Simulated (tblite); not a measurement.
C3H3 (SMILES [CH]1C=C1), doublet, geometry from GFN2-xTB; GFN1-xTB in tblite.

Input for tblite:
```
$ tblite run mol.xyz --method gfn1 --charge 0 --spin 1 --etemp 2000 --json tblite.json --no-restart

# file mol.xyz
6

C      0.01137253     0.00043044     0.89107543
C      0.06264617    -0.66008582    -0.41729858
C      0.04247067     0.66144996    -0.41767946
H     -0.79304238    -0.01164344     1.60888743
H      0.07098274    -1.56700412    -0.97228411
H      0.02312338     1.56788010    -0.97318762
```

What the program printed (banner, timings and long lists left out):

```
xTB calculator
 | screened Coulomb repulsion
 | Coulomb electrostatics
 |  * isotropic Klopman-Ohno-Mataga-Nishimoto electrostatics
 |  * onsite third-order electrostatics
 | DFT-D3(BJ) dispersion correction

halogen bonding energy    0.0000000000000E+00 Eh
repulsion energy          1.4695433650105E-01 Eh
dispersion energy        -1.1708892834495E-03 Eh
number of electrons       1.5000000000000E+01 e
integral cutoff           1.9731147476801E+01 bohr

------------------------------------------------------------
  cycle        total energy    energy error   density error
------------------------------------------------------------
      1     -7.757019612239  -7.9028031E+00   6.7322710E-01
      2     -7.765453938317  -8.4343261E-03   4.0121181E-01
      3     -7.765128934963   3.2500335E-04   4.7840219E-02
      4     -7.765725390583  -5.9645562E-04   2.0265482E-03
      5     -7.765727512068  -2.1214841E-06   3.2201124E-04
      6     -7.765727622872  -1.1080479E-07   9.9004589E-05
      7     -7.765727628750  -5.8774550E-09   5.7667799E-06
------------------------------------------------------------

electronic energy        -7.9115110759674E+00 Eh
total energy             -7.7657276287498E+00 Eh

Post processing:
 | Mayer-Wiberg bond orders

[Info] JSON dump of results written to 'tblite.json'
```
